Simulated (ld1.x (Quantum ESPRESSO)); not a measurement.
# Cu (Z = 29): PAW pseudisation with PBEsol, non-relativistic reference atom.

ld1.x (Quantum ESPRESSO) 7.5 was run on this input:

```
&input
   title='Cu', zed=29., rel=0, dft='PBESOL', iswitch=3,
   config='[Ar] 3d10 4s0.75 4p0',
   nld=3, rlderiv=2.05, eminld=-7.0, emaxld=5.0, deld=0.02
 /
 &inputp
   pseudotype=3, lpaw=.true., tm=.true., lloc=-1, rcloc=1.25,
   nlcc=.true., rcore=0.80,
   which_augfun='BESSEL', rmatch_augfun=1.10,
   file_pseudopw='Cu.UPF', file_wfcaegen='ae.wfc', file_wfcncgen='nc.wfc', file_beta='beta', file_chi='chi', file_wfcusgen='us.wfc'
 /
6
4S  1  0   0.75   0.00  1.50  1.90  0.0
4S  1  0   0.00   2.10  1.50  1.90  0.0
3P  2  1   6.00   0.00  1.05  1.25  0.0
4P  3  1   0.00   0.00  1.05  1.25  0.0
3D  3  2  10.00   0.00  1.20  1.60  0.0
3D  3  2   0.00   0.25  1.20  1.60  0.0
 &test
   configts(1)='3p6 3d10 4s0.75 4p0'
 /
```

Command:

```bash
ld1.x < Cu.in > Cu.out
```

Resulting log (shortened: banner, matrices, multipoles, cross overlaps and the repeated all-electron block are left out):

```
Program LD1 v.7.5
     --------------------------- All-electron run ----------------------------

     Cu

     atomic number is 29.00
     dft =PBESOL   lsd =0 sic =0 latt =0  beta=0.20 tr2=1.0E-14
     Exchange-correlation= PBESOL
                           (   1   4  10   8   0   0   0)
     mesh =1199 r(mesh) = 100.25372 a.u. xmin = -7.00 dx = 0.01250
     1 Ry =  13.60569312 eV

     n l     nl                  e(Ry)          e(Ha)          e(eV)
     1 0     1S 1( 2.00)      -642.4098      -321.2049     -8740.4311
     2 0     2S 1( 2.00)       -76.4957       -38.2479     -1040.7773
     2 1     2P 1( 6.00)       -67.1026       -33.5513      -912.9777
     3 0     3S 1( 2.00)        -8.2768        -4.1384      -112.6117
     3 1     3P 1( 6.00)        -5.3599        -2.6800       -72.9257
     3 2     3D 1(10.00)        -0.5291        -0.2645        -7.1983
     4 0     4S 1( 0.75)        -0.4475        -0.2237        -6.0885
     4 1     4P 1( 0.00)        -0.1403        -0.0702        -1.9093

     final scf error:  7.9E-15 reached in  25 iterations

     Etot =   -3277.828737 Ry,   -1638.914369 Ha,  -44597.131910 eV

     Ekin =    3275.164679 Ry,    1637.582339 Ha,   44560.885545 eV
     Encl =   -7845.737040 Ry,   -3922.868520 Ha, -106746.690492 eV
     Eh   =    1423.804579 Ry,     711.902289 Ha,   19371.848169 eV
     Exc  =    -131.060955 Ry,     -65.530477 Ha,   -1783.175132 eV

     normalization and overlap integrals

     s(1S/1S) =  1.000000  <r> =   0.0529  <r2> =    0.0038  r(max) =   0.0349
     s(2S/2S) =  1.000000  <r> =   0.2388  <r2> =    0.0672  r(max) =   0.2009
     s(2P/2P) =  1.000000  <r> =   0.2079  <r2> =    0.0530  r(max) =   0.1604
     s(3S/3S) =  1.000000  <r> =   0.7232  <r2> =    0.6051  r(max) =   0.6189
     s(3P/3P) =  1.000000  <r> =   0.7549  <r2> =    0.6749  r(max) =   0.6267
     s(3D/3D) =  1.000000  <r> =   1.0317  <r2> =    1.5072  r(max) =   0.6036
     s(4S/4S) =  1.000000  <r> =   2.8726  <r2> =    9.6843  r(max) =   2.2710
     s(4P/4P) =  1.000000  <r> =   4.4345  <r2> =   23.8162  r(max) =   3.3042

     ------------------------ End of All-electron run ------------------------

     --------------------- Generating PAW atomic setup --------------------

      Generating local potential from pseudized AE potential:
      Matching radius rcloc =   1.2500

      Local pseudo, rcloc= 1.262 Estimated cut-off energy=    15.60 Ry

      Computing core charge for nlcc:

       r > 0.80 : true rho core
       r < 0.80 : rho core = a sin(br)/r    a=   5.26  b=   3.08

      Integrated core pseudo-charge :   2.10
      Wfc-us  4S rcutus= 1.883  Estimated cut-off energy=    11.84 Ry
      Wfc-us  4S rcutus= 1.883  Estimated cut-off energy=    15.83 Ry
      Wfc-us  3P rcutus= 1.262  Estimated cut-off energy=    52.91 Ry
      Wfc-us  4P rcutus= 1.262  Estimated cut-off energy=    98.79 Ry
      Wfc-us  3D rcutus= 1.580  Estimated cut-off energy=    46.64 Ry
      Wfc-us  3D rcutus= 1.580  Estimated cut-off energy=    65.58 Ry

     Required augmentation: BESSEL   radius:    1.100000
     Suggested rho cutoff for augmentation:  80.05 Ry

     Estimated PAW energy = -393.764900 Ryd

     ------------------- End of pseudopotential generation -------------------

     Computing logarithmic derivative in   2.04209
     Computing logarithmic derivative in   2.04209
     Computing the partial wave expansion
     R is outside the sphere for l=    0 j= 0.00
     R is outside the sphere for l=    0 j= 0.00
     R is outside the sphere for l=    1 j= 0.00
     R is outside the sphere for l=    1 j= 0.00
     R is outside the sphere for l=    2 j= 0.00
     R is outside the sphere for l=    2 j= 0.00

     ---------------------- Testing the pseudopotential ----------------------

     Cu

     atomic number is 29.00   valence charge is 17.00
     dft = SLA  PW   PSX  PSC   lsd =0 sic =0 latt =0  beta=0.20 tr2=1.0E-14
     mesh =1199 r(mesh) = 100.25372 xmin = -7.00 dx = 0.01250

     n l     nl             e AE (Ry)        e PS (Ry)    De AE-PS (Ry)
     2 1     3P   1( 6.00)       -5.35994       -5.35993       -0.00001
     3 2     3D   1(10.00)       -0.52906       -0.52905       -0.00001
     1 0     4S   1( 0.75)       -0.44749       -0.44749       -0.00000
     3 1     4P   1( 0.00)       -0.14033       -0.14033       -0.00001

     eps = 5.1E-17  iter =  6

     Etot =   -3277.828737 Ry,   -1638.914369 Ha,  -44597.131910 eV
     Etotps =  -393.764821 Ry,    -196.882410 Ha,   -5357.443316 eV

     Ekin =     368.242167 Ry,     184.121083 Ha,    5010.189917 eV
     Encl =    -902.902930 Ry,    -451.451465 Ha,  -12284.620185 eV
     Ehrt =     271.956902 Ry,     135.978451 Ha,    3700.162148 eV
     Ecxc =    -131.060960 Ry,     -65.530480 Ha,   -1783.175197 eV
     (Ecc =      -2.703844 Ry,      -1.351922 Ha,     -36.787668 eV)

     ---------------------- End of pseudopotential test ----------------------
```

Note: ghost state, extra bound levels that the all-electron valence spectrum of the same l lacks: s at -16.3 eV. A true bound ghost makes a file unfit for plane-wave use.

Generation and configuration tests took about 2.1 s on one core of a shared server CPU.

Transferability test of the new file with ld1.x, input:

```
&input
   title='Cu', zed=29., rel=0, dft='PBESOL', iswitch=2,
   config='[Ar] 3d10 4s0.75 4p0'
 /
 &test
   file_pseudo='Cu.UPF', nconf=8,
   configts(1)='3p6 3d10 4s0.75 4p0',
   configts(2)='3p6 3d10 4s1 4p0',
   configts(3)='3p6 3d10 4s0 4p0',
   configts(4)='3p6 3d9 4s0 4p0',
   configts(5)='3p6 3d9 4s1 4p1',
   configts(6)='3p6 3d9 4s2 4p0',
   configts(7)='3p6 3d10 4s0 4p1',
   configts(8)='3p5 3d10 4s1 4p0'
 /
```

```bash
ld1.x < Cu.test.in > Cu.test.out
```

Pseudopotential blocks of its output, shortened (energy terms left out; the distinct warnings before each block abridged to one line each):

```
     ---------------------- Testing the pseudopotential ----------------------

     n l     nl             e AE (Ry)        e PS (Ry)    De AE-PS (Ry)
     2 1     3P   1( 6.00)       -5.35994       -5.35993       -0.00001
     3 2     3D   1(10.00)       -0.52906       -0.52905       -0.00001
     1 0     4S   1( 0.75)       -0.44749       -0.44749       -0.00000
     3 1     4P   1( 0.00)       -0.14033       -0.14033       -0.00001

     eps = 5.1E-17  iter =  6

     Etot =   -3277.828738 Ry,   -1638.914369 Ha,  -44597.131913 eV
     Etotps =  -393.764821 Ry,    -196.882410 Ha,   -5357.443316 eV

     ---------------------- End of pseudopotential test ----------------------

          ---------------------- Testing the pseudopotential ----------------------

     n l     nl             e AE (Ry)        e PS (Ry)    De AE-PS (Ry)
     2 1     3P   1( 6.00)       -5.21559       -5.21564        0.00005
     3 2     3D   1(10.00)       -0.38477       -0.38477        0.00001
     1 0     4S   1( 1.00)       -0.32592       -0.32587       -0.00005
     3 1     4P   1( 0.00)       -0.04749       -0.04746       -0.00002

     eps = 2.2E-15  iter =  9

     Etot =   -3277.925289 Ry,   -1638.962644 Ha,  -44598.445558 eV
     Etotps =  -393.861366 Ry,    -196.930683 Ha,   -5358.756882 eV
     dEtot_ae =      -0.096551 Ry
     dEtot_ps =      -0.096545 Ry,   Delta E=      -0.000006 Ry

     ---------------------- End of pseudopotential test ----------------------

          ---------------------- Testing the pseudopotential ----------------------

     n l     nl             e AE (Ry)        e PS (Ry)    De AE-PS (Ry)
     2 1     3P   1( 6.00)       -5.84263       -5.84229       -0.00034
     3 2     3D   1(10.00)       -1.00935       -1.00917       -0.00018
     1 0     4S   1( 0.00)       -0.84231       -0.84245        0.00014
     3 1     4P   1( 0.00)       -0.46386       -0.46399        0.00013

     eps = 6.1E-16  iter =  9

     Etot =   -3277.347543 Ry,   -1638.673771 Ha,  -44590.584921 eV
     Etotps =  -393.283577 Ry,    -196.641788 Ha,   -5350.895653 eV
     dEtot_ae =       0.481195 Ry
     dEtot_ps =       0.481244 Ry,   Delta E=      -0.000049 Ry

     ---------------------- End of pseudopotential test ----------------------

          ---------------------- Testing the pseudopotential ----------------------

     n l     nl             e AE (Ry)        e PS (Ry)    De AE-PS (Ry)
     2 1     3P   1( 6.00)       -7.08639       -7.08873        0.00234
     3 2     3D   1( 9.00)       -2.19122       -2.19315        0.00193
     1 0     4S   1( 0.00)       -1.59854       -1.59851       -0.00003
     3 1     4P   1( 0.00)       -1.10358       -1.10357       -0.00002

     eps = 7.3E-16  iter = 10

     Etot =   -3275.769987 Ry,   -1637.884994 Ha,  -44569.121190 eV
     Etotps =  -391.705514 Ry,    -195.852757 Ha,   -5329.425017 eV
     dEtot_ae =       2.058750 Ry
     dEtot_ps =       2.059307 Ry,   Delta E=      -0.000557 Ry

     ---------------------- End of pseudopotential test ----------------------

          ---------------------- Testing the pseudopotential ----------------------

     n l     nl             e AE (Ry)        e PS (Ry)    De AE-PS (Ry)
     2 1     3P   1( 6.00)       -5.75999       -5.76230        0.00231
     3 2     3D   1( 9.00)       -0.87611       -0.87790        0.00179
     1 0     4S   1( 1.00)       -0.51096       -0.51091       -0.00006
     3 1     4P   1( 1.00)       -0.15520       -0.15512       -0.00008

     eps = 7.1E-15  iter = 13

     Etot =   -3277.403371 Ry,   -1638.701685 Ha,  -44591.344501 eV
     Etotps =  -393.338718 Ry,    -196.669359 Ha,   -5351.645896 eV
     dEtot_ae =       0.425367 Ry
     dEtot_ps =       0.426103 Ry,   Delta E=      -0.000736 Ry

     ---------------------- End of pseudopotential test ----------------------

          ---------------------- Testing the pseudopotential ----------------------

     n l     nl             e AE (Ry)        e PS (Ry)    De AE-PS (Ry)
     2 1     3P   1( 6.00)       -5.60995       -5.61194        0.00199
     3 2     3D   1( 9.00)       -0.72979       -0.73124        0.00145
     1 0     4S   1( 2.00)       -0.41853       -0.41839       -0.00015
     3 1     4P   1( 0.00)       -0.08649       -0.08635       -0.00014

     eps = 7.9E-15  iter = 11

     Etot =   -3277.747646 Ry,   -1638.873823 Ha,  -44596.028611 eV
     Etotps =  -393.683009 Ry,    -196.841505 Ha,   -5356.330215 eV
     dEtot_ae =       0.081091 Ry
     dEtot_ps =       0.081811 Ry,   Delta E=      -0.000720 Ry

     ---------------------- End of pseudopotential test ----------------------

          ---------------------- Testing the pseudopotential ----------------------

     n l     nl             e AE (Ry)        e PS (Ry)    De AE-PS (Ry)
     2 1     3P   1( 6.00)       -5.37069       -5.37053       -0.00016
     3 2     3D   1(10.00)       -0.53746       -0.53737       -0.00009
     1 0     4S   1( 0.00)       -0.42869       -0.42870        0.00001
     3 1     4P   1( 1.00)       -0.12414       -0.12415        0.00001

     eps = 9.5E-15  iter = 13

     Etot =   -3277.633304 Ry,   -1638.816652 Ha,  -44594.472902 eV
     Etotps =  -393.569385 Ry,    -196.784693 Ha,   -5354.784279 eV
     dEtot_ae =       0.195434 Ry
     dEtot_ps =       0.195436 Ry,   Delta E=      -0.000002 Ry

     ---------------------- End of pseudopotential test ----------------------

          Warning: n=3, l=2 expected 0 nodes, found 1
     ---------------------- Testing the pseudopotential ----------------------

     n l     nl             e AE (Ry)        e PS (Ry)    De AE-PS (Ry)
     2 1     3P   1( 5.00)       -6.37162       -6.37535        0.00373
     3 2     3D   1(10.00)       -1.46803       -1.47025        0.00221
     1 0     4S   1( 1.00)       -0.98626       -0.98612       -0.00015
     3 1     4P   1( 0.00)       -0.56142       -0.56118       -0.00024

     eps = 3.4E-15  iter = 13

     Etot =   -3272.160609 Ry,   -1636.080304 Ha,  -44520.013093 eV
     Etotps =  -388.095097 Ry,    -194.047549 Ha,   -5280.302796 eV
     dEtot_ae =       5.668129 Ry
     dEtot_ps =       5.669724 Ry,   Delta E=      -0.001595 Ry

     ---------------------- End of pseudopotential test ----------------------
```
